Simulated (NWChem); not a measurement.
**Correlation energy of BeCl₂**

SMILES: [Cl][Be][Cl]
```xyz
3

Be     0.0000     0.0000     0.0000
Cl     0.0000     0.0000     1.8144
Cl     0.0000     0.0000    -1.8144
```
Charge 0, spin multiplicity 1.

The numbers come from NWChem runs, not from measurements. The geometry was optimised at PBE/def2-SVP, a minimum by its harmonic frequencies.

Basis set: STO-3G. Each correlation energy counts from its own Hartree-Fock reference.

The correlated methods keep 11 core orbitals frozen. The structure started from a generated list of species. Coupled-cluster values serve here as a point of comparison, not as the truth.

```json
[
 {"method": "MP2", "correlation energy (mHa)": "?"},
 {"method": "SCS-MP2", "correlation energy (mHa)": "?"},
 {"method": "CCSD", "correlation energy (mHa)": "-41.9"},
 {"method": "CCSD+T(CCSD)", "correlation energy (mHa)": "?"},
 {"method": "CCSD(T)", "correlation energy (mHa)": "-44.8"},
 {"method": "CR-CCSD[T]", "correlation energy (mHa)": "-45.3"},
 {"method": "CR-CCSD(T)", "correlation energy (mHa)": "-44.7"},
 {"method": "CCSDT", "correlation energy (mHa)": "-45.2"}
]
```

Q: Complete the blanks.

A: 
- MP2, correlation energy (mHa): -35.2
- SCS-MP2, correlation energy (mHa): -35.0
- CCSD+T(CCSD), correlation energy (mHa): -45.5
